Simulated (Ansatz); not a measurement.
Mulliken charges of GeH3I, SMILES `[GeH3][I]` from r2SCAN/def2-TZVPP in Ansatz (PBE0-D4/def2-TZVP geometry).

| atom | x (Å) | y (Å) | z (Å) | charge (e) |
| --- | --- | --- | --- | --- |
| Ge1 | -0.009 | 0.021 | -0.230 | 0.254 |
| I2 | 0.206 | -0.377 | 2.243 | -0.262 |
| H3 | -0.355 | 1.500 | -0.432 | 0.003 |
| H4 | -1.128 | -0.888 | -0.749 | 0.003 |
| H5 | 1.336 | -0.329 | -0.873 | 0.003 |

Task: By hand: the dipole of these point charges (1 e Å = 4.8032 D).

Result: Σ q r = (-0.057, 0.105, -0.652) e Å, of length 0.663 e Å = 3.18 D.

Task: How does the dipole of the full density compare? (An estimate is asked.)

Result: Computed: (-0.028, 0.052, -0.323) e Å, 1.58 D; the point charges give 2.01 times that, at 0° from its direction.

Point charges leave out the atoms' own dipoles, such as those of lone pairs, and Mulliken's split depends on the basis, so the two needn't agree.
